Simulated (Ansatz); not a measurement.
`[F][Sn]([F])([F])[GeH3]` + `C=C1CS1` → `[GeH3]/[CH]=C1\CS1` + `[F][SnH]([F])[F]` at 600 K and 1 bar (formal exchange of groups at a Ge–Sn bond).

Gas-phase electronic energies from Ansatz, PBE0-D4/def2-TZVP geometries. CCSD(T)/CBS adds triple-zeta CCSD(T) − MP2 to the extrapolated MP2 energy (def2 sets, frozen cores). Elements past krypton have def2 core potentials. For Ge, Sn outer-core shells are correlated without core-valence functions, which leaves a few kJ/mol of doubt a bond. Scalar relativity is left out up to krypton.

```
                  species  CCSD(T)/CBS energy (Eh)  H − E (kJ/mol)  S (J/(mol·K))
`[F][Sn]([F])([F])[GeH3]`              -2591.43115           143.6          491.4
                `C=C1CS1`               -514.27785           197.3          344.0
     `[GeH3]/[CH]=C1\CS1`              -2591.58915           254.9          447.5
       `[F][SnH]([F])[F]`               -514.09299            76.8          373.2
```

H − E and S are ideal-gas, rigid-rotor, harmonic terms from PBE0-D4/def2-TZVP. 1 Eh = 2625.50 kJ/mol, R = 8.31446 J/(mol·K).

Task: By hand: ΔE, ΔH, ΔS and ΔG.

Result: ΔE = (-2591.58915) + (-514.09299) − (-2591.43115) − (-514.27785) = 0.02686 Eh = 70.5 kJ/mol. Δ(H − E) = 254.9 + 76.8 − 143.6 − 197.3 = -9.2, so ΔH = 61.3 kJ/mol. ΔS = 447.5 + 373.2 − 491.4 − 344.0 = -14.7 J/(mol·K). ΔG = 61.3 − 600 × (-14.7)/1000 = 70.1 kJ/mol.

Task: By hand: the equilibrium constant, and the temperature at which ΔG would vanish if ΔH and ΔS stayed fixed.

Result: log₁₀ K = −ΔG/(RT ln 10) = -6.1. ΔH and −TΔS have one sign here, so there is no such temperature.

The number of gas molecules stays the same, so ΔS is small and ΔH decides. A doubt of 5 kJ/mol in ΔE shifts log₁₀ K by 0.4 here. Modes under 60 cm⁻¹, often nearly free rotors, make the harmonic entropy too high. These are equilibria of isolated gas molecules and say nothing of rates. Largest T1 diagnostic: 0.015 (customary marks: 0.02 for closed shells, 0.045 for open ones).
